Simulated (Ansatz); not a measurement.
```yaml
crystal:
  periodic: [false, false, false]
  atoms:
    - {symbol: Cd, position_ang: [4.480925, -0.400310, -1.263127]}
    - {symbol: Cd, position_ang: [-0.061383, -2.122045, 0.529726]}
    - {symbol: Cd, position_ang: [-1.724929, 2.391494, 1.576762]}
    - {symbol: Cd, position_ang: [-3.798765, 0.202877, 0.036600]}
    - {symbol: Cd, position_ang: [-0.617245, 0.005010, 2.628459]}
    - {symbol: Cd, position_ang: [1.888928, 0.706583, -0.085617]}
    - {symbol: Se, position_ang: [1.882247, -0.588215, 2.121354]}
    - {symbol: Se, position_ang: [-2.155730, -1.967629, 1.987098]}
    - {symbol: Se, position_ang: [1.004029, 2.584054, -1.565301]}
    - {symbol: Se, position_ang: [1.031331, -1.650570, -1.778812]}
    - {symbol: Se, position_ang: [-1.085189, 1.408156, -1.418816]}
    - {symbol: Se, position_ang: [-0.844240, -0.569416, -2.768337]}
basis:
  gaussian: {orbitals: def2-SVP}
magnetization: {spin_polarized: true, initial_magnetization: 2}
hamiltonian: {xc: pbe0, dispersion: d4}
scf: {omitted_lower_state_checks: [starts]}
output: {orbitals: {seedname: orbitals}}
```

```sh
$ ansatz run in.yaml --threads 4 --pin off --events-out ev --progress --plain --max-ram 6963MiB
```

**Question.** Does this run fit into the memory that it is given?

**Answer.** No. It has 378 basis functions, and Ansatz plans for 11 GiB where 7 GiB are given.
